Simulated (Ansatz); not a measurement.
System: AsH$_{3}$, charge -1, multiplicity 2. SMILES of the parent species: [AsH3]
Geometry from a B3LYP-D3(BJ)/def2-TZVP (Ansatz, a quantum-chemistry and plane-wave program) optimisation:
```xyz
4

As     0.0144     0.0199     0.0538
H     -0.7488    -1.0335    -0.7582
H     -1.1908     1.1502    -0.5092
H      1.4639    -0.7737    -0.5087
```
Charge -1, spin multiplicity 2.

Parts of the frozen-core correlation energy in cc-pVDZ (Ansatz, hartree). Frozen orbitals: 14; correlated occupied orbitals by spin: 5 and 4; virtual: 23 and 24. Open shells are spin-unrestricted. No spin-orbit coupling. No relativistic terms.

```
term                             value
-------------------------  -----------
reference (HF)             -2235.80664
MP2 opposite-spin             -0.10830
MP2 same-spin                 -0.02285
CCSD correlation              -0.16032
(T)                           -0.00392
CCSDT minus CCSD(T)           -0.00078
CCSDT(Q) minus CCSD(T)        -0.00095
T1 diagnostic                    0.016
largest doubles amplitude        0.059
<S^2> of the reference           0.777
```
